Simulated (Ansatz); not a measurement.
Job for Ansatz (a program for electronic structure): R-RI-MP2/def2-QZVPP on H4OSiSn (SMILES [OH][Sn][SiH3]), a point of a torsion scan. Elements past Kr take the def2 small-core potentials; no spin–orbit coupling. Files ending in .json are basis or fitting sets from the Basis Set Exchange. The run froze 15 orbitals, filled d shells among them.

Ansatz 0.2 input:
```yaml
crystal:
  periodic: [false, false, false]
  atoms:
    - {symbol: O, position_ang: [2.37485909, -0.32816216, -0.51315734]}
    - {symbol: Sn, position_ang: [0.75077485, -0.90392053, 0.58544550]}
    - {symbol: Si, position_ang: [1.96855577, -3.06875719, 1.45134483]}
    - {symbol: H, position_ang: [2.91519145, 0.45298776, -0.48143773]}
    - {symbol: H, position_ang: [3.15857702, -2.77935937, 2.28625656]}
    - {symbol: H, position_ang: [1.23564975, -4.02789058, 2.31290907]}
    - {symbol: H, position_ang: [2.50948666, -3.95441313, 0.39949717]}
basis:
  gaussian:
    orbitals: def2-QZVPP.json
    fitting: {mean_field: def2-universal-JKFIT, correlation: def2-QZVPP-RIFIT.json}
magnetization: {spin_polarized: false}
correlation: {method: mp2, electrons: outside_noble_gas}
scf: {lower_state_search: off}
```

The head of its log:

```
WARN ansatz: RAYON_NUM_THREADS=1 ignored (pool sized by the plan → 1); use --threads N
Functional definition: HF
these checks for a lower state are left out or cut short: stability, starts, cluster_reference, orbital_swaps, neighbouring_geometries, increment
integrals: 0.42 GiB planned
495 factors; integrals over basis functions are off by at most 2.7e0 eV
mean field: 0.67 GiB planned
mean field evaluation 1: about -15765.5541 eV, gradient 4.4e1 eV
mean field evaluation 2: about -15767.3008 eV, gradient 3.9e1 eV
mean field evaluation 4: about -15769.8767 eV, gradient 1.2e0 eV
mean field evaluation 8: about -15769.8862 eV, gradient 1.7e-6 eV
mean field -15769.88617986 eV, -579.5326278971 hartree, gradient 1.7e-6 eV, S^2 0.000000; 0 other end points of the search recorded, 0 dependent functions left out
15 core orbitals not correlated
808 factors; their error is unknown
reference -15769.88617986 eV, -579.5326278971 hartree; 9, 9 occupied and 305, 305 virtual orbitals, 808 factors
```

Task: Give the final energy of this run.

Result: -580.0276 hartree.
